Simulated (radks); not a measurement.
The numbers below are computed, except where a source is named.
Bi12+, configuration [Kr] 4d10 4f14 5s1 5p6 5d4 (not the ground configuration). Level of theory: scalar-relativistic Kohn-Sham, BLYP, spin-polarised, spherical densities, finite nucleus; open shells are filled with parallel spins first (spin-orbit coupling, left out, can overturn this in heavy ions); Fermi nuclear charge, rms radius 5.5211 fm (a radial shooting solver on a logarithmic mesh with Libxc functionals).

Radial electron density D(r) = 4 pi r^2 rho(r):

```
   r/bohr * D(r) (the largest magnitude, 155, reaches the edge; | marks zero)
 0.001572 |        *
 0.002064 |           *
 0.002731 |                *
 0.003585 |                      *
 0.004705 |                            *
 0.006176 |                                   *
 0.008106 |                                       *
  0.01064 |                                        *
  0.01397 |                                       *
  0.01833 |                                    *
  0.02406 |                                     *
  0.03158 |                                            *
  0.04146 |                                                     *
  0.05485 |                                                      *
    0.072 |                                              *
   0.0945 |                                            *
    0.124 |                                                   *
   0.1628 |                                               *
   0.2137 |                                *
   0.2805 |                               *
   0.3682 |                                  *
   0.4833 |                      *
   0.6344 |           *
   0.8394 |       *
    1.102 |   *
    1.446 |*
    1.898 *
    2.491 *
     3.27 *
```

D(r) has 4 maxima, at r = 0.0104, 0.0486, 0.135, 0.345 bohr, and minima at 0.0202, 0.0865, 0.247 bohr, inside which lie 1.86, 10.92, 30.13 electrons.
